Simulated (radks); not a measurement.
Task: The mean radii <r> (bohr) of the occupied orbitals of an atom or ion are listed with their occupations. Calculated with a radial shooting solver on a logarithmic mesh with Libxc functionals: non-relativistic Kohn-Sham, r2SCAN, spin-polarised, spherical densities, point nucleus; meta-GGA in the generalised Kohn-Sham scheme.

orbital  occ.      <r>
1s up       1  0.08155
1s down     1  0.08153
2s up       1   0.3870
2s down     1   0.3867
2p up       3   0.3485
2p down     3   0.3484
3s up       1    1.123
3s down     1    1.137
3p up       1    1.173
4p up       2    2.715

Name the element and its charge. Open shells, if any, are filled with parallel spins first.

Result: Z = 19, potassium, charge +4: K4+ in [Ne] 3s2 3p1 4p2. The 1s radius gives Z: for a bare nucleus <r> = 1.5/Z, 0.07895 bohr for Z = 19, and screening makes it slightly larger (0.08155 here). The occupations add up to 15, and the charge is Z minus that.
